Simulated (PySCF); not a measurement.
PBE0 on Li⁻ (lithium, charge -1), [He] 2s2, closed-shell 1S. Calculation: PySCF 2.14, in aug-cc-pCVQZ (9s8p6d4f2g, 109 functions); no relativity, point nucleus.

```
cycle= 1 E= -7.48523777178365  delta_E= -0.00136  |g|= 0.00524  |ddm|=  2.4
cycle= 2 E= -7.48528318972862  delta_E= -4.54e-05  |g|= 0.00125  |ddm|= 0.424
cycle= 3 E= -7.48528886278409  delta_E= -5.67e-06  |g|= 0.00035  |ddm|= 0.0608
cycle= 4 E= -7.48528913206263  delta_E= -2.69e-07  |g|= 3.13e-05  |ddm|= 0.0287
cycle= 5 E= -7.4852891350957  delta_E= -3.03e-09  |g|= 2.68e-06  |ddm|= 0.0141
cycle= 6 E= -7.48528913511866  delta_E= -2.3e-11  |g|= 1.5e-07  |ddm|= 0.00129
converged SCF energy = -7.48528913511866  <S^2> = -2.6645353e-15  2S+1 = 1
```

Highest occupied orbital energy: 0.465 eV; ⟨L²⟩ = 0.00; populations by l: s 4.00, p 0.00, d 0.00, f 0.00.

Can this result be used?

With care. The run converged. At PBE0 the highest occupied level has a positive energy, so only the finite basis holds that electron; in a semilocal or global hybrid functional this comes from self-interaction and does not mean that the real anion is unbound.
